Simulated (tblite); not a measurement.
C7H15NOSi.
Numbering: `[CH2:1]1[CH2:2][CH2:3][N:4]([Si@@H:5]2[CH2:6][CH2:7][CH2:8][O:9]2)[CH2:10]1` (hydrogens: H11, H12 on C1; H13, H14 on C2; H15, H16 on C3; H17 on Si5; H18, H19 on C6; H20, H21 on C7; H22, H23 on C8; H24, H25 on C10)

Structure used (GFN2-xTB), in Å, numbered top down from 1:
```xyz
25
C7H15NOSi angstrom
C      2.758   -0.795    0.550
C      2.751    0.731    0.758
C      1.618    1.231   -0.150
N      0.749    0.088   -0.280
Si    -0.820    0.170   -0.951
C     -2.083    1.123    0.105
C     -2.851   -0.025    0.761
C     -2.811   -1.202   -0.212
O     -1.528   -1.295   -0.776
C      1.628   -1.046   -0.456
H      2.551   -1.309    1.487
H      3.713   -1.152    0.169
H      3.703    1.188    0.494
H      2.533    0.974    1.797
H      1.074    2.077    0.265
H      2.022    1.529   -1.130
H     -0.907    0.554   -2.372
H     -1.681    1.803    0.852
H     -2.749    1.701   -0.534
H     -2.339   -0.320    1.678
H     -3.881    0.237    1.006
H     -3.538   -1.049   -1.019
H     -3.032   -2.153    0.280
H      1.081   -1.970   -0.279
H      2.031   -1.069   -1.478
```

Calculated harmonic vibrations of the isolated species, GFN2-xTB (tblite), most abundant isotopes, no scaling. The method is semi-empirical: single wavenumbers can be off by several per cent or more. Modes of hydrogen on silicon can be 10 to 20 % off. One conformer, not necessarily the lowest.

Harmonic wavenumbers (cm⁻¹): 30.8, 51.2, 60.0, 97.9, 111.4, 214.5, 222.9, 264.9, 293.8, 410.8, 482.4, 556.2, 635.0, 650.9, 698.5, 729.1, 772.3, 789.7, 814.3, 869.6, 874.7, 892.1, 946.3, 960.7, 989.9, 995.5, 1007.9, 1058.0, 1092.4, 1092.5, 1106.5, 1129.1, 1155.5, 1168.0, 1174.7, 1180.8, 1185.4, 1220.8, 1228.0, 1268.3, 1274.9, 1293.0, 1308.2, 1314.8, 1315.5, 1328.5, 1329.3, 1474.2, 1476.5, 1486.8, 1489.8, 1492.7, 1497.3, 1504.1, 2168.5, 2844.0, 2856.5, 2901.7, 2953.3, 2976.4, 2990.3, 2993.2, 3000.2, 3001.3, 3010.6, 3011.8, 3017.5, 3020.7, 3025.6.

A = 2522, B = 693.0, C = 634.4 MHz; mass 157.092 u (most abundant isotopes); point group C1, symmetry number 1.

Question: Zero-point energy?

Answer: Half the sum of the wavenumbers: 46920 cm⁻¹ = 134.15 kcal/mol.

Question: What is S at 500 K and 1 bar for an ideal gas of classical rigid rotors and harmonic oscillators?

Answer: Translation 43.66, rotation 31.59, vibration 59.21: S = 134.5 cal/(mol K).

Question: And Cp and H(500 K) − H(0)?

Answer: Cp = 69.21 cal/(mol K), of which vibrations give 61.26 (their classical limit is 69 R = 137.1); H(500 K) − H(0) = 18.84 kcal/mol without the zero-point energy, 14.87 from vibrations.

Question: What must be added to the electronic energy to get the Gibbs energy at 500 K and 1 bar?

Answer: ZPE + [H(500 K) − H(0)] − T·S = 134.15 + 18.84 − 67.23 = 85.76 kcal/mol.

Question: Which modes carry the vibrational entropy at 500 K?

Answer: 30.8 cm⁻¹: 6.80; 51.2 cm⁻¹: 5.79; 60.0 cm⁻¹: 5.48; 97.9 cm⁻¹: 4.51; 111.4 cm⁻¹: 4.26; 214.5 cm⁻¹: 2.98 cal/(mol K); the other 63 give 29.38 together.

Hindered rotation and anharmonicity are outside this model. Other conformers, if any are populated, would add a mixing term that is left out. The structure is chiral; the term R ln 2 for an equal mix with its mirror image is left out.
